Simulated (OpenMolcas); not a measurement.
## Au⁺: effect of the level shift or regulariser

| Quantity | Value |
| --- | --- |
| Program | OpenMolcas 26.06 |
| Basis | ANO-RCC-VDZP [7s6p4d2f] |
| Scalar Hamiltonian | DKH2, point nucleus |
| Active space | 10 electrons in 6 orbitals (5d 6s) |
| State averaging | 2S+1 = 1 even, 6 roots; 2S+1 = 3 even, 5 roots kept (CI in the orbitals of an earlier block) |
| Spin-orbit coupling | RASSI with atomic mean-field integrals over the reference wave functions, term energies averaged over their components |

Methods on the same reference wave functions:
A. CASSCF
B. SS-CASPT2, IPEA 0.25 Eh, imaginary shift 0.1 Eh (closed shells correlated: 5s 5p)
C. SS-CASPT2, IPEA 0.25 Eh, sigma2 regulariser 0.3 Eh (closed shells correlated: 5s 5p)

Energies in eV above 5d10 1S0, the measured ground level; measured values from NIST Handbook of Basic Atomic Spectroscopic Data.

```json
{"Level": "5d10 1S0", "A": "0.0000", "B": "0.0000", "C": "0.0000", "Measured": "0.0000"}
{"Level": "5d9 6s 3D3", "A": "1.3244", "B": "1.679", "C": "1.679", "Measured": "1.8647"}
{"Level": "5d9 6s 3D2 [59 %]", "A": "1.7111", "B": "1.997", "C": "1.997", "Measured": "2.1872"}
{"Level": "5d9 6s 3D1", "A": "2.9154", "B": "3.270", "C": "3.270", "Measured": "3.4425"}
{"Level": "5d9 6s 1D2 [59 %]", "A": "3.3149", "B": "3.558", "C": "3.558", "Measured": "3.6726"}
```

Deviations, from unrounded energies. A percentage is the sum of absolute deviations over the sum of measured energies, with the sign that they share, or ± where signs differ.

| Against measurement | Levels | A | B | C |
| --- | --- | --- | --- | --- |
| mean absolute deviation (cm-1) | 4 | 3800 | 1300 | 1300 |
| other configurations (%) | 4 | -17.0 | -5.9 | -5.9 |

B, C lie about equally close to measurement and A furthest from it. The largest miss of C in the table is 5d9 6s 3D2 [59 %], by -1500 cm-1. The ranking rests on the paired levels alone, and a cruder setting can come out closer through cancelling errors.

Between B and C no level of the table moves by more than 5 cm-1.

The two smallest mean deviations differ by little beside CASPT2's spread within terms, so their order carries little weight.

The lowest spin-free term lies below A's lowest term by 0.369 hartree in B, 0.369 hartree in C.

CASPT2 does not keep the components of a term degenerate, so their means are used; among the terms shown or strongly mixed into the levels shown the widest spread is 39 cm-1 (5d9 6s 1D, C). Terms from blocks run as CI alone lack orbitals of their own. A single d shell beside an s shell can misplace configurations of different d count against each other. No level of 5d8 6s2 was computed, though it lies in the active space. Without dynamic correlation excited terms often stand tens of per cent too high (terms of higher spin than the ground term too low), and those without a measured partner can miss by more than the paired ones (holds for A). Measured partners are found by configuration, term and J. A level has none where our copy of the source lacks it or the pairing is in doubt (some pairs that miss far off the trend of their configuration count as doubtful), and it then counts in no deviation. Where the source uses jj or jK labels, the order within each J decides. Only configurations of the active space appear.

A share in square brackets marks a mixed level and gives the weight of the term that names it, the lowest over the columns.
